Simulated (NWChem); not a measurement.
Molecule: CH$_{4}$Cl$_{2}$Ge; SMILES [CH3][GeH]([Cl])[Cl]

All runs: NWChem. All runs use the structure optimised with PBE0/def2-SVP. Ions are spin-unrestricted doublets at the neutral geometry; other ion states weren't tried.

**Question.** Estimate the computed values for PBE0/def2-SVP. Quantities: vertical ionisation energy, ΔSCF (eV); −ε(HOMO) (eV).

**Answer.** 
```yaml
vertical ionisation energy, ΔSCF (eV): 10.69
"−ε(HOMO) (eV)": 8.60
```
